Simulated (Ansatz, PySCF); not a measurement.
Pulling on the Si4–H5 bond in BeH4OSi (SMILES [BeH][O][SiH3]) (multiplicity 1 held, fragments rigid). Energies count from the point at 1.481 Å.
Geometry at that point (charge 0, multiplicity 1):
```tsv
atom	x (Å)	y (Å)	z (Å)
Be	-1.5733	-0.9306	1.0320
H	-2.5663	-1.5179	1.6833
O	-0.5220	-0.3087	0.3424
Si	0.7004	0.4143	-0.4594
H	0.7902	-0.1299	-1.8341
H	1.9793	0.1660	0.2455
H	0.4603	1.8742	-0.5299
```

R- and RO- levels are restricted; in cc, def2 and unpolarised 6-31G sets they are followed outwards from rest. Unrestricted levels (U-) break spin symmetry where that is lower. Active spaces are followed from a long bond inwards. Levels need not reach the same state.

Cores are frozen in the correlated methods. Rows in 6-31G* carry no dispersion term and start afresh at each structure (6-31G* with six Cartesian d functions).

Run with Ansatz (an electronic-structure program) with Gaussian orbitals; PySCF for 6-31G* rows. Each number belongs to the level named beside it.

Energies in kcal/mol.

| R (Å) | R-HF/6-31G* | U-HF/6-31G* | R-HF/cc-pV(T+d)Z | U-PBE/cc-pV(T+d)Z | R-CCSD/cc-pV(T+d)Z | FIC-MRCISD+Q on CASSCF(2,2)/cc-pV(T+d)Z |
|---|---|---|---|---|---|---|
| 1.185 | 31.0 | 31.0 | 29.1 | 30.5 | 29.0 | 29.0 |
| 1.333 | 5.8 | 5.8 | 5.5 | 6.5 | 5.6 | 5.6 |
| 1.481 | 0.0 | 0.0 | 0.0 | 0.0 | 0.0 | 0.0 |
| 1.629 | 4.5 | 4.5 | 4.3 | 2.8 | 3.9 | 3.8 |
| 1.777 | 14.3 | 14.3 | 13.6 | 10.3 | 12.5 | 12.3 |
| 2.000 | 32.7 | 32.7 | 31.6 | 25.2 | 28.8 | 28.3 |
| 2.222 | 52.0 | 51.7 | 50.6 | 40.7 | 45.6 | 44.7 |
| 2.592 | 81.7 | 69.1 | 80.0 | 63.7 | 69.6 | 67.4 |
| 2.962 | 107.4 | 75.2 | 104.6 | 80.1 | 86.6 | 82.4 |
| 3.407 | 132.6 | 77.6 | 128.0 | 88.0 | 98.5 | 91.7 |
| 3.999 | 158.0 | 78.4 | 151.0 | 90.7 | 105.3 | 95.9 |
| 4.740 | 178.8 | 78.6 | 170.4 | 91.3 | 107.8 | 96.9 |

Doubts at one or more of the structures used: a restricted determinant that unrestricted orbitals would lower (R-HF/6-31G*, R-HF/cc-pV(T+d)Z, R-CCSD/cc-pV(T+d)Z); a spin-contaminated determinant (U-HF/6-31G*, U-PBE/cc-pV(T+d)Z); other coupled-cluster roots lie near (R-CCSD/cc-pV(T+d)Z); T1 above 0.05 (R-CCSD/cc-pV(T+d)Z).
